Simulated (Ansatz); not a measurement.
Conformers of C2H7FOSi2 (`C=C[SiH2]O[SiH2]F`), each relaxed with PBE0-D4/def2-TZVP in Ansatz. CBS adds the triple-zeta coupled-cluster correction to the MP2 limit.

Not all of them had a frequency check.

Conformer A:

Z-matrix (Å, degrees):
```
Si
C 1 1.850
O 1 1.642 2 110.2
H 1 1.485 2 110.9 3 119.1
H 1 1.489 2 110.4 3 -120.6
C 2 1.330 1 123.9 3 2.3
H 2 1.090 1 117.8 3 -177.9
Si 3 1.613 1 150.3 2 -82.2
H 6 1.086 2 122.0 1 -0.1
H 6 1.086 2 121.9 1 179.8
F 8 1.597 3 109.1 1 83.4
H 8 1.477 3 109.1 1 -159.7
H 8 1.480 3 110.9 1 -34.3
```

Conformer B:

Z-matrix (Å, degrees):
```
Si
C 1 1.850
O 1 1.643 2 108.2
H 1 1.486 2 110.9 3 119.6
H 1 1.489 2 110.8 3 -119.9
C 2 1.330 1 123.1 3 -0.6
H 2 1.089 1 118.4 3 179.5
Si 3 1.615 1 147.9 2 -145.9
H 6 1.086 2 121.4 1 -0.0
H 6 1.086 2 122.2 1 -179.9
F 8 1.594 3 109.7 1 -76.8
H 8 1.477 3 108.6 1 165.9
H 8 1.480 3 110.7 1 41.1
```

Task: Which is lowest in electronic energy at CCSD(T)/CBS (frozen core, def2 sets), and by how much? (An estimate is asked.)

Result: Computed: A; B lies 1.4 kJ/mol higher. Gaps under about 2 kJ/mol don't settle the order.

Task: Give the energies relative to A (kJ/mol) with PBE-D4/def2-TZVPP, PBE0-D4/def2-TZVPP, ωB97X-V/def2-TZVPP, r2SCAN/def2-TZVPP, HF/def2-QZVPP, SCS-MP2/def2-QZVPP, CCSD/CBS(def2). (Best estimate.)

Result: Ansatz gave: 
```tsv
level	B
PBE-D4/def2-TZVPP	1.9
PBE0-D4/def2-TZVPP	1.8
ωB97X-V/def2-TZVPP	1.8
r2SCAN/def2-TZVPP	1.4
HF/def2-QZVPP	0.0
SCS-MP2/def2-QZVPP	0.9
CCSD/CBS(def2)	1.2
```
